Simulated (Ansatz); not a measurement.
Reactions of C₂H₅ClO₂Si, SMILES `O[SiH2]C(O)=CCl`.

Gas-phase electronic energies from Ansatz, PBE0-D4/def2-TZVP geometries. CBS: MP2 limit from def2 TZ/QZ plus the TZ coupled-cluster correction, frozen cores. Double bonds are as drawn, so ΔE can hold a change between cis and trans. DFT in def2-TZVPP. def2 core potentials past Kr. For In outer-core shells are correlated without core-valence functions, which leaves a few kJ/mol of doubt a bond. One conformer a species, not always the lowest.

```
                                                                      reaction  PBE0-D4 (kcal/mol)  PBE-D4 (kcal/mol)  r2SCAN-D4 (kcal/mol)  B2PLYP (kcal/mol)  CCSD(T)/CBS(def2) (kcal/mol)
`O[SiH2]/C(O)=C\Cl` + `[CH3][InH][SH]` → `[CH3][In]([SH])[SiH2]O` + `O/C=C\Cl`                -8.7               -9.3                  -7.8               -7.9                          -7.6
         `O[SiH2]/C(O)=C\Cl` + `C[SiH](O)F` → `C[SiH](F)O[SiH2]O` + `O/C=C\Cl`               -31.9              -30.0                 -33.4              -34.5                         -33.7
            `O[SiH2]/C(O)=C\Cl` + `O[SiH2]F` → `O[SiH2][SiH](O)F` + `O/C=C\Cl`                -0.1               -0.9                   1.3                2.2                           2.6
                       `O[SiH2]/C(O)=C\Cl` + `OCS` → `O[SiH2]OCS` + `O/C=C\Cl`               -30.6              -29.8                 -32.4              -32.8                         -31.8
             `O[SiH2]/C(O)=C\Cl` + `O[SiH2]S` → `O[SiH2]O[SiH2]S` + `O/C=C\Cl`               -31.7              -29.9                 -32.9              -34.0                         -33.5
               `O[SiH2]/C(O)=C\Cl` + `CC(=N)O` → `CC(=N)O[SiH2]O` + `O/C=C\Cl`               -27.6              -26.2                 -29.0              -30.0                         -29.5
```

Largest T1 diagnostic: 0.013, for `[CH3][In]([SH])[SiH2]O`.
